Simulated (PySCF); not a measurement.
Radial density of Pr (praseodymium, neutral)

UHF, [Xe] 4f3 5d2, one real determinant (an excited configuration). Computed with PySCF 2.14 in ANO-RCC-VTZP, with scalar relativity by spin-free X2C-1e.

| r (bohr) | 4πr²ρ (e/bohr) | 4πr²(ρα − ρβ) |
| --- | --- | --- |
| 0.0204 | 75.90 | -0.0002 |
| 0.0343 | 68.04 | -0.0003 |
| 0.0577 | 93.66 | 0.0023 |
| 0.0970 | 91.84 | 0.0204 |
| 0.163 | 79.44 | 0.0984 |
| 0.274 | 70.44 | 0.5563 |
| 0.461 | 33.68 | 2.0357 |
| 0.776 | 28.25 | 2.6915 |
| 1.31 | 9.330 | 1.5533 |
| 2.20 | 3.934 | 0.8464 |
| 3.69 | 0.6488 | 0.4909 |
| 6.21 | 0.1147 | 0.1140 |
| 10.5 | 0.002160 | 0.0021 |

Densities and radii are taken from the X2C orbitals without a picture-change correction, which distorts them close to the nucleus.

⟨L²⟩ = 45.99 against 90 for a pure M term, so this real determinant mixes terms. Spin-orbit coupling, absent here, splits the open shell strongly.
